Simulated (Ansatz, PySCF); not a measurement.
Reaction (SMILES): [O-]c1ccco1 → Oc1[c-]cco1
Each molecule is optimised on its own at B3LYP-D3(BJ)/def2-TZVP (Ansatz, a program for electronic structure), one conformer each, not searched for the lowest. Frequencies are from Ansatz or PySCF. Unstable Hartree-Fock reference: Oc1[c-]cco1.

Wanted: isomerisation energy (enthalpy at 298 K, with B3LYP-D3(BJ) rigid-rotor harmonic-oscillator terms), in kcal/mol. Valence correlation only, unless marked. No spin-orbit coupling. No relativistic terms. Anions need diffuse functions: aug- sets have them; def2-D sets add few; the other sets have none. CBS marks a two-point X^-3 extrapolation of the correlation energy; Hartree-Fock from the larger set.

```tsv
level	program	isomerisation energy (kcal/mol)
revPBE-D3(BJ)/def2-TZVPD	Ansatz + dftd3	58.2
PBE0/def2-QZVPP	Ansatz	57.7
```

### Question
Predict the CCSD(T)/CBS(aug-cc-pVTZ,aug-cc-pVQZ) result (Ansatz).

### Answer
54.1 kcal/mol, so PBE0/def2-QZVPP differs from it by 3.6 kcal/mol.
